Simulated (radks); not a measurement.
Coulomb parameter of the 4d shell of the ruthenium ion Ru2+ in the model configuration [Kr] 4d5 5p1, as a second difference U = [E(n + 0.5) + E(n - 0.5) - 2 E(n)] / (0.5)^2 with all orbitals relaxed. "Bare": the charge of the atom changes with n. "Screened": the 5p shell takes up the change at fixed total charge, which measures U(4d,4d) + U(5p,5p) - 2 U(4d,5p). Calculated with a radial shooting solver on a logarithmic mesh with Libxc functionals: Dirac Kohn-Sham, BLYP, spin-unpolarised, spherical densities, point nucleus; open shells are shared between the two j in proportion to 2j + 1.

start: configuration [Kr] 4d5 5p1; E - E(n) (eV) 0.000
bare +0.5: configuration [Kr] 4d5.5 5p1; E - E(n) (eV) -12.673
bare -0.5: configuration [Kr] 4d4.5 5p1; E - E(n) (eV) 15.872
screened +0.5: configuration [Kr] 4d5.5 5p0.5; E - E(n) (eV) -6.189
screened -0.5: configuration [Kr] 4d4.5 5p1.5; E - E(n) (eV) 6.907

U(bare) = 12.797 eV, U(screened by 5p) = 2.872 eV.
